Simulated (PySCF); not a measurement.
# Nuclear quadrupole coupling in `NC[SiH2]N`

Compound: CH8N2Si.
SMILES with atom numbers: `[NH2:1][CH2:2][SiH2:3][NH2:4]` (hydrogens: H5, H6 on N1; H7, H8 on C2; H9, H10 on Si3; H11, H12 on N4)

Structure used (PBE0-D3(BJ)/def2-SVP), in Å, numbered top down from 1:
```xyz
12
CH8N2Si angstrom
N     -1.6784    0.8632    0.1224
C     -1.0539   -0.4022    0.5031
Si     0.6017   -0.7032   -0.3615
N      1.5718    0.7177   -0.0853
H     -1.9725    0.8200   -0.8525
H     -0.9718    1.5992    0.1534
H     -0.8962   -0.4155    1.5981
H     -1.7523   -1.2353    0.3146
H      0.4133   -0.7715   -1.8454
H      1.2219   -1.9983    0.0911
H      2.2681    0.9677   -0.7790
H      1.9390    0.8888    0.8456
```

Field gradients from the PBE0/pcSseg-1 density (PySCF, non-relativistic), principal values in atomic units, ordered |Vxx| ≤ |Vyy| ≤ |Vzz|:

```tsv
atom	Vxx	Vyy	Vzz
N1	0.4346	0.6740	-1.1086
N4	0.3221	0.6196	-0.9416
```

Find the asymmetry η = (Vxx − Vyy)/Vzz and the couplings χ = eQV/h (234.96 MHz × Q in barn × V in au), with Q(14N) = 0.02044 b.

```csv
atom,environment,nucleus,η,χzz (MHz),χxx (MHz),χyy (MHz)
N1,primary amine nitrogen,14N,0.22,-5.32,2.09,3.24
N4,silicon-bound nitrogen,14N,0.32,-4.522,1.547,2.976
```

What is Vzz at N4 in SI units (1 au = 9.71736 × 10²¹ V/m²)?

-0.9416 au = -9.150 × 10²¹ V/m².

And the gradient at the other heavy atoms, for which no coupling is worked out here?

| atom | environment | Vzz (au) | η |
| --- | --- | --- | --- |
| C2 | sp3 carbon bound to nitrogen | 0.213 | 0.49 |
| Si3 | SiH2 silicon | 0.263 | 0.78 |

What couplings would deuterons (Q(2H) = 0.00286 b) have in place of the hydrogens, at this geometry?

| atom | bonded to | bond length (Å) | Vzz (au) | η | χzz (kHz) |
| --- | --- | --- | --- | --- | --- |
| H5 | N1 | 1.019 | 0.3876 | 0.16 | 260 |
| H6 | N1 | 1.021 | 0.3752 | 0.17 | 252 |
| H7 | C2 | 1.106 | 0.2832 | 0.06 | 190 |
| H8 | C2 | 1.103 | 0.2879 | 0.07 | 193 |
| H9 | Si3 | 1.497 | 0.1379 | 0.03 | 93 |
| H10 | Si3 | 1.506 | 0.1315 | 0.02 | 88 |
| H11 | N4 | 1.014 | 0.4108 | 0.17 | 276 |
| H12 | N4 | 1.015 | 0.4083 | 0.17 | 274 |

Geometry: PBE0-D3(BJ)/def2-SVP, one conformer, isolated molecule. These gradients aren't converged with respect to the basis.
